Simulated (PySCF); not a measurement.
formamidinium (CH5N2), SMILES C(=[NH2+])N, charge +1. Atoms are numbered in the order given.

```xyz
8

N      0.0000     1.1582    -0.1743
C      0.0000     0.0000     0.4243
N      0.0000    -1.1582    -0.1743
H      0.0000     1.2585    -1.1797
H      0.0000     2.0062     0.3717
H      0.0000     0.0000     1.5099
H      0.0000    -1.2585    -1.1797
H      0.0000    -2.0062     0.3717
```
Charge +1, spin multiplicity 1.

Coordinates come from a PBE0-D3(BJ)/def2-TZVP optimisation. One conformer was computed; it need not be the lowest.

Two levels are set side by side: PBE/pcJ-1 (PySCF) and PBE0/pcJ-1 (PySCF). One-bond couplings, all four terms, same geometry. Isotopes: 13C, 14N, 1H. Differences are taken from unrounded values.

| quantity | PBE0 |
|---|---|
| ¹J(N1,C2) (Hz) | 16.5 |
| ¹J(C2,N3) (Hz) | 16.5 |
| ¹J(N1,H4) (Hz) | 68.5 |
| ¹J(N1,H5) (Hz) | 72.9 |
| ¹J(C2,H6) (Hz) | 193.3 |
| ¹J(N3,H7) (Hz) | 68.5 |
| ¹J(N3,H8) (Hz) | 72.9 |

### Question
What does PBE give, and how far is it from PBE0? (The exact figures need the calculation; the answer reports its results.)

### Answer

| quantity | PBE | PBE minus PBE0 |
|---|---|---|
| ¹J(N1,C2) (Hz) | 14.8 | -1.7 |
| ¹J(C2,N3) (Hz) | 14.8 | -1.7 |
| ¹J(N1,H4) (Hz) | 65.8 | -2.7 |
| ¹J(N1,H5) (Hz) | 70.7 | -2.2 |
| ¹J(C2,H6) (Hz) | 188.4 | -4.8 |
| ¹J(N3,H7) (Hz) | 65.8 | -2.7 |
| ¹J(N3,H8) (Hz) | 70.7 | -2.2 |

Rough cost on one machine, each run with all the roots and properties that it gave: PBE0 against PBE about 2 times.
